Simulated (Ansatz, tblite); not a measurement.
Cost and result up the ladder for the cluster Si2S2 (the lowest singlet isomer of a short search) (4 atoms). The state is a singlet with charge 0. Geometry: PBE0-D4/def2-TZVP.

```xyz
4

Si   -1.006    0.675    0.736
Si    0.904   -0.994   -0.453
S     1.159    0.705    0.873
S    -1.057   -0.385   -1.156
```

Ansatz on 4 threads of Arm Neoverse V2 on a shared host; xTB runs through tblite on one thread. Times are rough, summed over both states, and most runs start from the orbitals of an earlier one. RPA@PBE/def2-TZVP serves as the yardstick here, not as an exact answer. Differences are given only for rows in sets of like size (and for xTB, whose basis is part of the method), since another set adds its own error. The other state is a triplet at its own geometry.

The xTB rows come from tblite. B3LYP takes the VWN-RPA correlation. HSE06 is defined as in plane-wave codes, on full-range PBE exchange. Correlated methods freeze 20 core orbitals. In CCSD on the charge 0 triplet the largest single amplitude is 0.25, so its Hartree–Fock determinant may place the open shell otherwise than the density functionals do. The structure comes from a short search, and lower isomers may exist.

Run but left out: HF/6-31G (singlet: restricted singlet, unstable in another Hartree–Fock run and untested here); HF/def2-TZVP, HF/def2-TZVPP (singlet: restricted singlet, unstable towards broken spin symmetry); MP2/def2-TZVP, MP2/def2-TZVPP (triplet: a determinant that CCSD turns far, T1 0.058).

Correlated methods converge slowly with the basis.

xTB has no spin-polarisation term.

```
                          level  functions  wall time  triplet − singlet (eV)  difference from RPA@PBE/def2-TZVP (eV)                                                                                    remarks
                       GFN1-xTB         36    0.006 s                    2.23                                    0.91                                                                                          –
                       GFN2-xTB         36    0.008 s                    1.76                                    0.43                                                                                          –
                 B3LYP-D4/6-31G         52      1.1 s                    1.32                                       –                                                                                          –
          LDA (SPW92)/def2-TZVP        148      1.4 s                    1.15                                   -0.18                                                                                          –
               PBE-D4/def2-TZVP        148      2.3 s                    1.09                                   -0.23                                                                                          –
            revPBE-D4/def2-TZVP        148      2.9 s                    1.09                                   -0.24                                                                                          –
PBE0-D4/def2-TZVP (with forces)        148      3.9 s                    1.18                                   -0.14                                                                                          –
             HSE06-D4/def2-TZVP        148      4.2 s                    1.17                                   -0.16                                                                                          –
              RPA@PBE/def2-TZVP        148      4.2 s                    1.33                                    0.00                                                                                          –
            r2SCAN-D4/def2-TZVP        148        6 s                    0.95                                   -0.38                                                                                          –
             CCSD(T)/def2-TZVPP        168       24 s                    1.43                                    0.10  large T1 (0.020) (singlet), large T1 (0.058) (triplet), restricted SCF unstable (singlet)
```
